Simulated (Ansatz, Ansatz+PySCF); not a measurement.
```yaml
atoms:
  - { symbol: N, position_ang: [0.0159, 0.0010, -1.3687] }
  - { symbol: H, position_ang: [0.9606, 0.0254, -1.7719] }
  - { symbol: H, position_ang: [-0.4543, 0.7736, -1.7992] }
  - { symbol: H, position_ang: [-0.4830, -0.7785, -1.7837] }
  - { symbol: Cu, position_ang: [0.0276, 0.0350, 0.5518] }
```

RHF-MP2 on singlet CuNH3(+) was run in several spherical basis sets with Ansatz (development build ahead of 0.2.0). Frozen core: 6 orbitals.

Task: Rank the basis sets by the total energy that they give, lowest first, with the distance from the lowest.
A. def2-SVP
B. aug-cc-pVDZ
C. def2-TZVP
D. 6-31G(d)
E. STO-3G
F. cc-pVTZ
G. 6-31G

Result: F (0.00 eV), B (6.85 eV), C (7.48 eV), A (24.59 eV), D (27.36 eV), G (30.78 eV), E (554.53 eV).

Totals follow the description of the cores as much as that of the bonds, so this order isn't one of quality for chemistry.
